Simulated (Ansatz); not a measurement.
Reaction (formal exchange of groups at the Si–O bond): `O[SiH2][SiH](O)F` + CH₄ → `C[SiH2][SiH](O)F` + H₂O

Gas-phase electronic energies from Ansatz, PBE0-D4/def2-TZVP geometries. CCSD(T)/CBS is the MP2 limit (def2-TZVPP, def2-QZVPP) plus CCSD(T) − MP2 in def2-TZVPP, frozen cores. This one scheme is used for every species. Functionals use def2-TZVPP. HSE06 is defined as in plane-wave codes. One conformer a species, not always the lowest.

CCSD(T)/CBS gives +84.2 kJ/mol.

Another level gave +92.8 kJ/mol. Which?
A. CCSD(T)/def2-TZVPP
B. B2PLYP/def2-TZVPP
C. BHLYP/def2-TZVPP
D. HSE06/def2-TZVPP

B. B2PLYP 92.8, HSE06 81.5, CCSD(T)/def2-TZVPP 85.8, BHLYP 96.9 kJ/mol.

Largest T1 diagnostic among the species: 0.012.

From BLYP to BHLYP (50 % exact exchange), in def2-TZVPP and without D4, ΔE moves by +3.5 kJ/mol. In def2-TZVPP, CCSD(T) changes the Hartree–Fock value by −15.6 kJ/mol (the triples alone add −1.4 kJ/mol) and MP2 by −14.1 kJ/mol. Leaving LDA and LC-ωPBE aside and taking each functional with its dispersion term where it has one, the values, not all of them listed here, spread over 16.2 kJ/mol, from revPBE-D4 to BHLYP-D4.
